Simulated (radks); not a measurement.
Species: the lead ion Pb6+. Configuration: [Xe] 4f14 5d8.

All-electron calculation, Dirac Kohn-Sham, LB94 model potential, spin-unpolarised, spherical densities, finite nucleus; open shells fill j = l - 1/2 first; Fermi nuclear charge, rms radius 5.5012 fm. Program: a radial shooting solver on a logarithmic mesh with Libxc functionals.

Energy parts (Ry):
kinetic: 48767.1308
electron-nucleus: -105534.0328
Hartree: 15716.2812
(The LB94 potential has no energy functional, so no total or exchange-correlation energy is given.)

Orbitals (lengths in bohr, moments of r in powers of bohr; r(max) is where P^2 peaks):
| orbital | occ. | eigenvalue (Ry) | r(max) | <1/r> | small-component weight |
|---|---|---|---|---|---|
| 1s1/2 | 2 | -6489.097 | 0.009839 | 101.3 | 9.79e-02 |
| 2s1/2 | 2 | -1166.474 | 0.05732 | 25.07 | 2.26e-02 |
| 2p1/2 | 2 | -1121.882 | 0.04189 | 25.08 | 2.28e-02 |
| 2p3/2 | 4 | -959.7458 | 0.04964 | 20.00 | 2.00e-02 |
| 3s1/2 | 2 | -285.5054 | 0.1614 | 9.189 | 7.59e-03 |
| 3p1/2 | 2 | -265.0389 | 0.1502 | 9.117 | 7.56e-03 |
| 3p3/2 | 4 | -228.9055 | 0.1658 | 7.792 | 6.76e-03 |
| 3d3/2 | 4 | -194.8094 | 0.1287 | 7.697 | 6.66e-03 |
| 3d5/2 | 6 | -187.1040 | 0.1330 | 7.402 | 6.45e-03 |
| 4s1/2 | 2 | -69.65214 | 0.3629 | 3.892 | 2.60e-03 |
| 4p1/2 | 2 | -60.77377 | 0.3602 | 3.791 | 2.52e-03 |
| 4p3/2 | 4 | -51.98760 | 0.3923 | 3.328 | 2.20e-03 |
| 4d3/2 | 4 | -37.38731 | 0.3836 | 3.139 | 2.01e-03 |
| 4d5/2 | 6 | -35.74092 | 0.3933 | 3.035 | 1.93e-03 |
| 4f5/2 | 6 | -16.84005 | 0.3471 | 2.710 | 1.59e-03 |
| 4f7/2 | 8 | -16.46338 | 0.3518 | 2.670 | 1.55e-03 |
| 5s1/2 | 2 | -17.07014 | 0.7835 | 1.648 | 7.32e-04 |
| 5p1/2 | 2 | -13.98107 | 0.8198 | 1.531 | 6.48e-04 |
| 5p3/2 | 4 | -12.23605 | 0.8973 | 1.358 | 5.45e-04 |
| 5d3/2 | 4 | -7.85206 | 1.031 | 1.108 | 3.77e-04 |
| 5d5/2 | 4 | -7.62528 | 1.060 | 1.073 | 3.57e-04 |
| 6s1/2 | 0 | -6.23268 | 1.729 | 0.7187 | 1.88e-04 |
| 6p1/2 | 0 | -5.32086 | 1.888 | 0.6557 | 1.63e-04 |
| 6p3/2 | 0 | -4.94505 | 2.038 | 0.6084 | 1.48e-04 |

The highest occupied level is 5d5/2 at -103.75 eV. The electron density at the nucleus is 2.738e+06 e/bohr^3. For comparison, the ionisation energy in NIST's Atomic Spectra Database is 100 eV (theoretical). In exact Kohn-Sham theory the highest level is minus the ionisation energy, but local and semilocal functionals leave it too shallow, through self-interaction and a potential that decays too fast; potentials with the right tail come closer.

Beside tabulated values, note that spin-unpolarised runs miss the spin-polarisation part of the exchange energy of open shells.
